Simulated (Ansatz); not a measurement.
Species: RbF, charge 1, multiplicity 2. 
Geometry from a B3LYP-D3(BJ)/def2-TZVP (Ansatz, an electronic-structure program) optimisation:
```xyz
2

Rb     0.0000     0.0000    -0.6764
F      0.0000     0.0000     2.7806
```
Charge +1, spin multiplicity 2.

Basis-set convergence of Hartree-Fock and MP2 correlation energies (hartree) with Ansatz. Valence correlation only, unless marked. UHF or UKS for open shells. No spin-orbit coupling. The frozen core is the preceding noble-gas configuration, with the filled d and f shells of earlier blocks. The outer core of K, Ca and their heavier congeners is not correlated, a term that matters for these elements. In def2 rows, elements after Kr have scalar-relativistic effective core potentials.

| basis | functions | E(HF) | E(corr, MP2) |
|---|---|---|---|
| def2-SVPD | 50 | -122.95422 | -0.14624 |
| def2-TZVPPD | 80 | -123.07680 | -0.19914 |
| def2-QZVPPD | 129 | -123.08061 | -0.22029 |

Extrapolating the two largest sets (X = 3 and 4) as X^-3: E(corr) = (64·(-0.22029) - 27·(-0.19914))/37 = -0.2357 Eh, an estimate of the basis-set limit. The largest set recovers 93.5 % of it, the smallest 62.0 %.
